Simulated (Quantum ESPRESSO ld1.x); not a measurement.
Input (ld1.x (Quantum ESPRESSO 7.5)):

```
 &input
    zed=40.0,
    iswitch=1,
    rel=2,
    dft='PBESOL',
    config='[Kr] 4d0.75 5p0.25',
    rel_dist='average',
    verbosity='high',
    lsmall=.true.,
    prefix='ld1',
    max_out_wfc=37,
    file_charge='ld1.rho',
 /
```

Command: `OMP_NUM_THREADS=1 ld1.x < ld1.in > ld1.out`

Output (excerpt):

```
     Program LD1 v.7.5 starts

     --------------------------- All-electron run ----------------------------

     dirac relativistic calculation

     atomic number is 40.00
     dft =PBESOL   lsd =0 sic =0 latt =0  beta=0.20 tr2=1.0E-14
     Exchange-correlation= PBESOL
                           (   1   4  10   8   0   0   0)
     mesh =2037 r(mesh) =  99.39686 a.u. xmin = -8.00 dx = 0.00800
     1 Ry =  13.60569312 eV, c = 137.03599908

     n l j   nl                  e(Ry)          e(Ha)          e(eV)
     Spin orbit split results
     1 0 0.5 1S 1( 2.00)   -1310.826293296    -655.413146648 -17834.7002841
     2 0 0.5 2S 1( 2.00)    -183.463887901     -91.731943951  -2496.1533579
     2 1 0.5 2P 1( 2.00)    -168.155448785     -84.077724392  -2287.8714331
     2 1 1.5 2P 1( 4.00)    -161.851676496     -80.925838248  -2202.1042419
     3 0 0.5 3S 1( 2.00)     -31.836542915     -15.918271458   -433.1582330
     3 1 0.5 3P 1( 2.00)     -26.139884421     -13.069942210   -355.6512457
     3 1 1.5 3P 1( 4.00)     -25.135212268     -12.567606134   -341.9819847
     4 0 0.5 4S 1( 2.00)      -6.079922887      -3.039961443    -82.7215650
     4 1 0.5 4P 1( 2.00)      -4.525512130      -2.262756065    -61.5727293
     4 1 1.5 4P 1( 4.00)      -4.388389800      -2.194194900    -59.7070849
     3 2 1.5 3D 1( 4.00)     -15.084611160      -7.542305580   -205.2365903
     3 2 2.5 3D 1( 6.00)     -14.900918191      -7.450459095   -202.7373202
     4 2 1.5 4D 1( 0.30)      -2.147536184      -1.073768092    -29.2187183
     4 2 2.5 4D 1( 0.45)      -2.133280640      -1.066640320    -29.0247617
     5 1 0.5 5P 1( 0.08)      -1.437318621      -0.718659311    -19.5557161
     5 1 1.5 5P 1( 0.17)      -1.413905489      -0.706952745    -19.2371642
     Averaged results
     1 0     1S 1( 2.00)   -1310.826293296    -655.413146648 -17834.7002841
     2 0     2S 1( 2.00)    -183.463887901     -91.731943951  -2496.1533579
     2 1     2P 1( 6.00)    -163.952933926     -81.976466963  -2230.6933056
     3 0     3S 1( 2.00)     -31.836542915     -15.918271458   -433.1582330
     3 1     3P 1( 6.00)     -25.470102986     -12.735051493   -346.5384050
     4 0     4S 1( 2.00)      -6.079922887      -3.039961443    -82.7215650
     4 1     4P 1( 6.00)      -4.434097243      -2.217048622    -60.3289664
     3 2     3D 1(10.00)     -14.974395379      -7.487197689   -203.7370282
     4 2     4D 1( 0.75)      -2.138982858      -1.069491429    -29.1023444
     5 1     5P 1( 0.25)      -1.421709867      -0.710854933    -19.3433482

     final scf error:  4.8E-15 reached in  21 iterations

     Etot =   -7190.504780 Ry,   -3595.252390 Ha,  -97831.801432 eV

     Ekin =    7430.498577 Ry,    3715.249289 Ha,  101097.083391 eV
     Encl =  -17279.478774 Ry,   -8639.739387 Ha, -235099.285531 eV
     Eh   =    2880.917502 Ry,    1440.458751 Ha,   39196.879441 eV
     Exc  =    -222.442084 Ry,    -111.221042 Ha,   -3026.478733 eV

     normalization and overlap integrals

     s(1S/1S) =  1.000000  <r> =   0.0371  <r2> =    0.0019  r(max) =   0.0242
     LC norm =  0.97880412 + SC norm =  0.02119588 =  1.00000000
     s(2S/2S) =  1.000000  <r> =   0.1624  <r2> =    0.0311  r(max) =   0.1374
     LC norm =  0.99569664 + SC norm =  0.00430336 =  1.00000000
     s(2P/2P) =  1.000000  <r> =   0.1387  <r2> =    0.0236  r(max) =   0.1072
     LC norm =  0.99569333 + SC norm =  0.00430667 =  1.00000000
     s(2P/2P) =  1.000000  <r> =   0.1431  <r2> =    0.0250  r(max) =   0.1107
     LC norm =  0.99582235 + SC norm =  0.00417765 =  1.00000000
     s(3S/3S) =  1.000000  <r> =   0.4585  <r2> =    0.2413  r(max) =   0.4078
     LC norm =  0.99888210 + SC norm =  0.00111790 =  1.00000000
     s(3P/3P) =  1.000000  <r> =   0.4551  <r2> =    0.2416  r(max) =   0.3950
     LC norm =  0.99893452 + SC norm =  0.00106548 =  1.00000000
     s(3P/3P) =  1.000000  <r> =   0.4656  <r2> =    0.2527  r(max) =   0.4046
     LC norm =  0.99896941 + SC norm =  0.00103059 =  1.00000000
     s(4S/4S) =  1.000000  <r> =   1.1998  <r2> =    1.6290  r(max) =   1.0737
     LC norm =  0.99975884 + SC norm =  0.00024116 =  1.00000000
     s(4P/4P) =  1.000000  <r> =   1.3176  <r2> =    1.9813  r(max) =   1.1539
     LC norm =  0.99979859 + SC norm =  0.00020141 =  1.00000000
     s(4P/4P) =  1.000000  <r> =   1.3452  <r2> =    2.0647  r(max) =   1.1819
     LC norm =  0.99980549 + SC norm =  0.00019451 =  1.00000000
     s(3D/3D) =  1.000000  <r> =   0.4503  <r2> =    0.2454  r(max) =   0.3448
     LC norm =  0.99908326 + SC norm =  0.00091674 =  1.00000000
     s(3D/3D) =  1.000000  <r> =   0.4539  <r2> =    0.2492  r(max) =   0.3475
     LC norm =  0.99909331 + SC norm =  0.00090669 =  1.00000000
     s(4D/4D) =  1.000000  <r> =   1.8041  <r2> =    3.8066  r(max) =   1.4786
     LC norm =  0.99988835 + SC norm =  0.00011165 =  1.00000000
     s(4D/4D) =  1.000000  <r> =   1.8154  <r2> =    3.8532  r(max) =   1.4905
     LC norm =  0.99988954 + SC norm =  0.00011046 =  1.00000000
     s(5P/5P) =  1.000000  <r> =   3.3379  <r2> =   12.4861  r(max) =   3.0622
     LC norm =  0.99995657 + SC norm =  0.00004343 =  1.00000000
     s(5P/5P) =  1.000000  <r> =   3.3905  <r2> =   12.8775  r(max) =   3.1115
     LC norm =  0.99995761 + SC norm =  0.00004239 =  1.00000000

     LC charge = 36.90432434 + SC charge =  0.09567566 = 37.00000000

     ------------------------ End of All-electron run ------------------------
```

Run on one thread of a shared host, so times are rough (Intel(R) Xeon(R) Processor @ 2.60GHz): 0.7 s of CPU time, 0.72 s wall, 21 iterations on 2037 mesh points.
